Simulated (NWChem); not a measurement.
Molecule: CH6GeS; SMILES C[S][GeH3]

All runs: NWChem. Coordinates come from a PBE0/def2-SVP optimisation. Ions are spin-unrestricted doublets at the neutral geometry; other ion states weren't tried. Functional: LC-ωPBE (HJS hole) with def2-SVP; rows give the range parameter ω in 1/bohr.

```json
[
 {"range parameter (1/bohr)": "0.20", "vertical ionisation energy, ΔSCF (eV)": "8.91", "−ε(HOMO) (eV)": "8.05", "ΔSCF minus −ε(HOMO) (eV)": "0.86"},
 {"range parameter (1/bohr)": "0.30", "vertical ionisation energy, ΔSCF (eV)": "9.02", "−ε(HOMO) (eV)": "8.86", "ΔSCF minus −ε(HOMO) (eV)": "0.16"},
 {"range parameter (1/bohr)": "0.35", "vertical ionisation energy, ΔSCF (eV)": "9.06", "−ε(HOMO) (eV)": "9.17", "ΔSCF minus −ε(HOMO) (eV)": "-0.11"},
 {"range parameter (1/bohr)": "0.40", "vertical ionisation energy, ΔSCF (eV)": "9.10", "−ε(HOMO) (eV)": "9.42", "ΔSCF minus −ε(HOMO) (eV)": "-0.32"},
 {"range parameter (1/bohr)": "0.80", "vertical ionisation energy, ΔSCF (eV)": "9.19", "−ε(HOMO) (eV)": "10.32", "ΔSCF minus −ε(HOMO) (eV)": "-1.13"}
]
```
